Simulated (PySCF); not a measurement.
Ligands exchanged one at a time, Si NH2-OCH3. Gas-phase values, no solvent. One relaxed conformer stands for each flexible species; it need not be the lowest. Strings in code marks are SMILES.

All values below come from r2SCAN-D4/def2-TZVP // r2SCAN-D4/def2-SVP (PySCF). All candidates: neutral, multiplicity 1. Excitations are Tamm–Dancoff values on a coarser integration grid. The basis has no diffuse functions, so Rydberg states are missing or too high.

```yaml
S1 excitation (TDA): 6.28 eV
HOMO: -5.60 eV
HOMO–LUMO gap: 6.29 eV
```

**Question.** Name which member has these values.
A. `N[Si](N)(N)N`
B. `CO[Si](N)(OC)OC`
C. `CO[Si](N)(N)OC`
D. `CO[Si](OC)(OC)OC`

**Answer.** A, `N[Si](N)(N)N`. The others give `CO[Si](OC)(OC)OC`: 7.54 eV, -6.82 eV, 7.52 eV; `CO[Si](N)(OC)OC`: 6.98 eV, -6.30 eV, 6.92 eV; `CO[Si](N)(N)OC`: 6.89 eV, -6.20 eV, 6.86 eV
